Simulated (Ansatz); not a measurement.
CH5ClFNSi (`C[Si](N)(F)Cl`). Charge 0, multiplicity 1. The structure was optimised at the PBE0-D4/def2-TZVP level. It is one conformer, not always the lowest.

```xyz
10

C    -0.418   -1.202   -0.626
Si   -0.214    0.555   -0.111
N     0.958    0.735    1.096
F    -1.656    1.093    0.322
Cl    0.355    1.758   -1.668
H     0.511   -1.590   -1.048
H    -1.208   -1.291   -1.374
H    -0.694   -1.822    0.231
H     1.396    1.624    1.270
H     0.970    0.140    1.908
```

**Question.** What is the dipole moment at r2SCAN/def2-TZVPP? (Estimate.)

**Answer.** The calculation gave: 2.55 D, with components (1.13, -1.57, 1.67) D in this frame, pointing from negative to positive charge.

**Question.** And with PBE, B3LYP, ωB97M-V? (Estimate.)

**Answer.** Ansatz gave: PBE 2.50 D, B3LYP 2.54 D, ωB97M-V 2.53 D.

**Question.** Give the Mulliken charges with r2SCAN, B3LYP, PBE in def2-TZVPP. (Estimate.)

**Answer.** The calculation gave: 
```csv
atom,r2SCAN,B3LYP,PBE
C1,-0.33,-0.40,-0.40
Si2,0.79,0.77,0.64
N3,-0.45,-0.39,-0.38
F4,-0.32,-0.32,-0.27
Cl5,-0.27,-0.27,-0.24
H6,0.09,0.12,0.12
H7,0.09,0.11,0.12
H8,0.07,0.10,0.10
H9,0.17,0.15,0.16
H10,0.16,0.14,0.15
```

B3LYP here is the variant with VWN-RPA as its local correlation; programs differ in this.
